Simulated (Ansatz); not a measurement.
Harmonic frequencies (cm⁻¹) at PBE0-D4/def2-TZVP from Ansatz: 86, 116, 181, 195, 207, 266, 433, 476, 487, 747, 748, 750, 950, 1114, 1165, 1195, 1203, 1280, 1453, 1478, 1480, 1485, 1492, 1504, 1905, 1931, 1939, 3032, 3038, 3106, 3110, 3170, 3171.

**Question.** Which molecule is it?
A. `C[B-](C)([SH2+])Cl`
B. `C[O+](C)[GaH3-]`
C. `[CH3][GaH-]([CH3])[OH2+]`
D. `C[S+](C)[AlH3-]`

**Answer.** B.
